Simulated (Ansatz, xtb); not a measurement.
A geometry optimisation of BH7N2Si with r2SCAN-D4/def2-SVP

The starting geometry of this gas-phase singlet was built from a drawn formula by distance geometry and a force field; its bonds are those of `[H]/N=[BH-]\[NH2+][SiH3]`.

```yaml
atoms:
  - { symbol: B, position_ang: [0.9365, 0.7911, 1.3962] }
  - { symbol: N, position_ang: [0.4092, 1.6227, 2.4198] }
  - { symbol: N, position_ang: [0.6200, -0.6913, 1.4356] }
  - { symbol: Si, position_ang: [-1.1005, -0.9312, 0.8868] }
  - { symbol: H, position_ang: [-0.2014, 1.1843, 3.1030] }
  - { symbol: H, position_ang: [1.6541, 1.2148, 0.6519] }
  - { symbol: H, position_ang: [1.2395, -1.1888, 0.6871] }
  - { symbol: H, position_ang: [0.7505, -1.1321, 2.3477] }
  - { symbol: H, position_ang: [-1.2952, -0.3452, -0.4466] }
  - { symbol: H, position_ang: [-1.9762, -0.3095, 1.8116] }
  - { symbol: H, position_ang: [-1.4046, -2.3355, 0.8226] }
```

**Question.** Predict what becomes of its bonds when it is optimised with r2SCAN-D4/def2-SVP.

**Answer.** It keeps its bonds, and is `[H]/N=[BH-]\[NH2+][SiH3]`. Distances that change by over a tenth: B1–N3 (1.52 → 1.69 Å).

The energy falls by 0.76 eV over 9 steps:

```json
{"step": "1", "E − E(last) (eV)": "0.758"}
{"step": "2", "E − E(last) (eV)": "0.251"}
{"step": "3", "E − E(last) (eV)": "0.116"}
{"step": "4", "E − E(last) (eV)": "0.013"}
{"step": "5", "E − E(last) (eV)": "0.004"}
{"step": "6", "E − E(last) (eV)": "0.001"}
{"step": "7", "E − E(last) (eV)": "0.000"}
{"step": "8", "E − E(last) (eV)": "0.000"}
{"step": "9", "E − E(last) (eV)": "0.000"}
```

Final geometry (Å):

```yaml
atoms:
  - { symbol: B, position_ang: [0.9342, 0.8688, 1.4405] }
  - { symbol: N, position_ang: [0.3108, 1.6572, 2.3061] }
  - { symbol: N, position_ang: [0.6331, -0.7942, 1.4213] }
  - { symbol: Si, position_ang: [-1.1109, -0.9107, 0.9061] }
  - { symbol: H, position_ang: [-0.2956, 1.2857, 3.0363] }
  - { symbol: H, position_ang: [1.6816, 1.1189, 0.5177] }
  - { symbol: H, position_ang: [1.2767, -1.2891, 0.7937] }
  - { symbol: H, position_ang: [0.7838, -1.1652, 2.3645] }
  - { symbol: H, position_ang: [-1.2370, -0.1086, -0.3323] }
  - { symbol: H, position_ang: [-1.9442, -0.4328, 2.0313] }
  - { symbol: H, position_ang: [-1.4004, -2.3507, 0.6304] }
```

From the same start GFN2-xTB ends elsewhere, in pieces: H5NSi + BH2N.

The end wasn't checked by frequencies. Run with Ansatz 0.2.0, 23 s on 2 threads of Arm Neoverse V2, on a shared host.
